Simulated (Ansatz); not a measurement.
`F[SiH]([SeH])O[SiH3]` + H–F → `F[SiH](F)[SeH]` + silanol at 500 K and 1 bar (ligand exchange at the Si–O bond).

Isolated molecules relaxed with PBE0-D4/def2-TZVP in Ansatz; ΔE leaves out vibrations. CBS: MP2 limit from def2 TZ/QZ plus the TZ coupled-cluster correction, frozen cores. This one scheme is used for every species. For Se outer-core shells are correlated without core-valence functions, which leaves a few kJ/mol of doubt a bond. Scalar relativity is left out up to krypton. Each species was taken in one conformer, which may not be the lowest.

| species | CCSD(T)/CBS energy (Eh) | H − E (kJ/mol) | S (J/(mol·K)) |
| --- | --- | --- | --- |
| `F[SiH]([SeH])O[SiH3]` | -3157.02257 | 186.5 | 477.6 |
| H–F | -100.39570 | 39.4 | 188.7 |
| `F[SiH](F)[SeH]` | -2890.73294 | 96.8 | 375.8 |
| `O[SiH3]` | -366.69042 | 127.5 | 292.9 |

H − E and S are ideal-gas, rigid-rotor, harmonic terms from PBE0-D4/def2-TZVP, for one conformer and one mirror image of each species. 1 Eh = 2625.50 kJ/mol, R = 8.31446 J/(mol·K).

Problem. By hand: ΔE, ΔH, ΔS and ΔG.

Solution. ΔE = (-2890.73294) + (-366.69042) − (-3157.02257) − (-100.39570) = -0.00509 Eh = -13.4 kJ/mol. Δ(H − E) = 96.8 + 127.5 − 186.5 − 39.4 = -1.6, so ΔH = -15.0 kJ/mol. ΔS = 375.8 + 292.9 − 477.6 − 188.7 = 2.4 J/(mol·K). ΔG = -15.0 − 500 × (2.4)/1000 = -16.2 kJ/mol.

Problem. By hand: the equilibrium constant, and the temperature at which ΔG would vanish if ΔH and ΔS stayed fixed.

Solution. log₁₀ K = −ΔG/(RT ln 10) = 1.7. ΔH and −TΔS have one sign here, so there is no such temperature.

The number of gas molecules stays the same, so ΔS is small and ΔH decides. A doubt of 5 kJ/mol in ΔE shifts log₁₀ K by 0.5 here. Other conformers and mirror images would add mixing entropy, several J/(mol·K) or more a flexible species. Modes under 60 cm⁻¹, often nearly free rotors, make the harmonic entropy too high. These are equilibria of isolated gas molecules and say nothing of rates. Largest T1 diagnostic: 0.011 (customary marks: 0.02 for closed shells, 0.045 for open ones).

ΔS is within the doubt of such terms, so its sign, and with it that verdict, could turn.
